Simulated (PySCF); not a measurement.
## Polarisability of `Cc1cc(F)[o+]cc1F`

Compound: C6H5F2O (charge +1).
Geometry (GFN2-xTB, Å), atoms numbered from 1 in this order:
```xyz
14
C6H5F2O angstrom
C     -1.979   -0.291   -0.129
C     -0.528   -0.115   -0.043
C      0.392   -1.153   -0.229
C      1.738   -0.875   -0.127
F      2.660   -1.774   -0.285
O      2.216    0.317    0.137
C      1.393    1.333    0.321
C      0.034    1.162    0.241
F     -0.767    2.189    0.429
H     -2.257   -1.307   -0.391
H     -2.445   -0.019    0.823
H     -2.401    0.411   -0.853
H      0.069   -2.160   -0.449
H      1.874    2.282    0.532
```

Level: CAM-B3LYP/def2-SVPD (PySCF), static field, nuclei fixed, core orbitals frozen in the response. The polarisability tensor in these axes (au):

```
x   88.15 -2.75  0.86
y   -2.75 76.06  7.16
z    0.86  7.16 42.73
```

**Question.** Diagonalise the tensor; give its mean and Δα, where Δα² is half the sum of the squared differences of the eigenvalues.

**Answer.** Principal values 41.22, 76.97 and 88.76 au; mean 68.98 au = 10.22 Å³ = 11.37 × 10⁻⁴⁰ C²·m²/J; Δα = 42.88 au (62 % of the mean).

**Question.** Form Σ f/ω² (atomic units) for the 8 lowest TDDFT singlets, given as eV and f, and set it beside the mean polarisability, which is this sum over all singlets: 4.92, 0.1265; 5.90, 0.1130; 6.51, 0.0010; 7.06, 0.5357; 7.24, 0.0025; 7.62, 0.1988; 8.21, 0.0009; 8.29, 0.0006.

**Answer.** They add up to 16.83 au, 24.4 % of the 68.98 au; the largest single term is 7.96 au, from the state at 7.06 eV. Terms in order: 3.87, 2.40, 0.02, 7.96, 0.04, 2.53, 0.01, 0.01 au. Higher excitations give the rest. The strengths listed sum to 0.979.

**Question.** What depolarisation ratio follows for Rayleigh scattering of linearly polarised light, taking the static tensor?

**Answer.** ρ = 3Δα²/(45ᾱ² + 4Δα²) = 5515.4/(214129 + 7353.8) = 0.0249.

**Question.** Along which axes do the principal values lie, and how far do the nuclei extend along each?

**Answer.** Largest value along (0.98, -0.22, -0.02), where the nuclei span 5.41 Å; middle along (0.22, 0.95, 0.20), 4.83 Å; least along (-0.03, -0.20, 0.98), 1.73 Å. The response follows the extents in order.

Isolated species at its GFN2-xTB geometry, gas phase.

The run behind these numbers computed excited states as well. The run took 1.9 min on Intel Xeon at 2.50 GHz, one thread, on a shared host, and the process peaked at 1.0 GiB of memory.
